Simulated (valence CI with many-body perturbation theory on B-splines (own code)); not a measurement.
Cu VII: magnetic and hyperfine properties of the levels

Computed by valence CI with perturbative core correlation (CI+MBPT): five valence electrons over a frozen Dirac-Fock core [Ar], a basis of 7 s, 7 p, 8 d, 6 f, 4 g, 1 h functions for each j, with the one-electron correlation potential Σ1 (screened to all orders), the two-electron term Σ2, the three-electron term Σ3, Breit, model QED; selected single and double excitations, second order for the rest, scaled by the run's own slope (own B-spline code, finite nucleus).

Set against measurement, 36 paired levels are off by 876 cm⁻¹ on average, the worst by 2342. These come from a selection out of Gamrath, thesis, University of Mons (2023). Levels without a partner in it may be off by more, other configurations by 1,000 to 8,000 cm⁻¹. Among the levels kept, up to 1700 cm⁻¹ of a level comes from second order outside the variational space, and about a tenth of that is noise between levels of different J, which matters for small intervals. The list stops below the first excitations out of the core. Only levels of the ground parity were solved; by the run's estimate the other parity begins above the list, which can be wrong where configurations are misplaced.

A/g_I is the dipole constant over the nuclear g factor μ/I (μ in nuclear magnetons, uniformly magnetised nucleus), B/Q the quadrupole constant per barn. Both hold the static response of the core; the bare values leave it out. Large factors of s and p1/2 electrons are usually good to 5 to 10 %; those of open d and f shells near neutrality can be off by tens of per cent, and small factors of p3/2, d and f electrons come from cancelling terms and can be off by a factor of two or in sign, in half-filled shells by more. B is blank for J = 1/2, where it vanishes, and for nearly pure S terms. Energies count from the lowest level.

Names give the largest LS component (configuration and term), which can be under half, so a name can repeat, a term be missing and a line seem to break the LS rules; names also repeat where a configuration has a term twice. Letters in brackets count levels of one name in rising energy.

| Level | E (cm⁻¹) | g | A/g_I (MHz) | A/g_I bare | B/Q (MHz/b) | B/Q bare |
| --- | --- | --- | --- | --- | --- | --- |
| 3d5 6S_5/2 | 0 | 2.000 | -430 | -7.47 |  |  |
| 3d5 4G_11/2 | 45264 | 1.272 | 740 | 881 | -37.2 | -34.4 |
| 3d5 4G_5/2 | 45329 | 0.573 | 1320 | 1170 | 39.1 | 43.8 |
| 3d5 4G_9/2 | 45391 | 1.171 | 747 | 843 | 53.3 | 59.3 |
| 3d5 4G_7/2 | 45394 | 0.984 | 884 | 902 | 69.6 | 75.7 |
| 3d5 4P_5/2 | 50647 | 1.563 | 124 | 371 | 678 | 705 |
| 3d5 4P_3/2 | 50988 | 1.669 | 335 | 637 | 371 | 389 |
| 3d5 4P_1/2 | 51364 | 2.549 | -1470 | -841 |  |  |
| 3d5 4D_7/2 | 55176 | 1.426 | 368 | 563 | 194 | 195 |
| 3d5 4D_1/2 | 55659 | 0.117 | 2620 | 2320 |  |  |
| 3d5 4D_3/2 | 55903 | 1.260 | 802 | 938 | -284 | -296 |
| 3d5 4D_5/2 | 55908 | 1.400 | 489 | 677 | -480 | -503 |
| 3d5 2I_11/2 | 65433 | 0.926 | 1070 | 1060 | 42.6 | 46.2 |
| 3d5 2I_13/2 | 65576 | 1.076 | 965 | 1030 | -9.29 | -7.27 |
| 3d5 2D_5/2 [a] | 70377 | 1.088 | 762 | 822 | 262 | 275 |
| 3d5 2D_3/2 [a] | 71753 | 0.757 | 1570 | 1520 | 36.9 | 40.1 |
| 3d5 2F_7/2 [a] | 73718 | 1.144 | 959 | 1050 | -422 | -438 |
| 3d5 4F_9/2 | 75163 | 1.315 | 596 | 750 | -72.2 | -75.5 |
| 3d5 4F_5/2 | 75294 | 0.996 | 1050 | 1080 | -258 | -268 |
| 3d5 4F_7/2 | 75602 | 1.227 | 612 | 728 | -256 | -267 |
| 3d5 4F_3/2 | 76151 | 0.445 | 1740 | 1550 | -89.1 | -92.1 |
| 3d5 2F_5/2 [a] | 76841 | 1.003 | 818 | 842 | -226 | -233 |
| 3d5 2H_9/2 | 79224 | 0.971 | 1030 | 1050 | 441 | 456 |
| 3d5 2H_11/2 | 80345 | 1.088 | 928 | 993 | -35.9 | -39.3 |
| 3d5 2G_7/2 [a] | 81394 | 0.897 | 1290 | 1280 | -114 | -126 |
| 3d5 2G_9/2 [a] | 82476 | 1.067 | 887 | 942 | -330 | -349 |
| 3d5 2F_5/2 [b] | 86967 | 0.861 | 981 | 947 | 104 | 115 |
| 3d5 2F_7/2 [b] | 87266 | 1.143 | 928 | 1020 | 341 | 364 |
| 3d5 2S_1/2 | 95435 | 2.000 | -422 | -3.94 |  |  |
| 3d5 2D_3/2 [b] | 106400 | 0.799 | 1270 | 1220 | -122 | -129 |
| 3d5 2D_5/2 [b] | 106540 | 1.197 | 760 | 867 | -104 | -111 |
| 3d5 2G_9/2 [b] | 118220 | 1.111 | 858 | 931 | -93.2 | -94.3 |
| 3d5 2G_7/2 [b] | 118280 | 0.889 | 1220 | 1210 | 166 | 175 |
| 3d5 2P_3/2 | 143330 | 1.328 | 681 | 842 | -289 | -304 |
| 3d5 2P_1/2 | 143460 | 0.668 | 258 | 114 |  |  |
| 3d5 2D_5/2 [c] | 155710 | 1.200 | 639 | 743 | -24.9 | -26.3 |
| 3d5 2D_3/2 [c] | 155830 | 0.804 | 1690 | 1650 | 373 | 389 |
| 3d4 4s 6D_1/2 | 390420 | 3.333 | 4890 | 4960 |  |  |
| 3d4 4s 6D_3/2 | 390830 | 1.867 | 2280 | 2310 | 751 | 782 |
| 3d4 4s 6D_5/2 | 391490 | 1.657 | 1960 | 1990 | 542 | 564 |

Problem. Take the isotope of mass number 65, with I = 3/2, μ = 2.3844 μN and Q = -0.204 b. What is the hyperfine structure of 3d5 4G_9/2?

Solution. From the table A = 1190 MHz, B = -10.9 MHz. Shifts from the centre of gravity in MHz: F = 3: -9820, F = 4: -5060, F = 5: 897, F = 6: 8030.
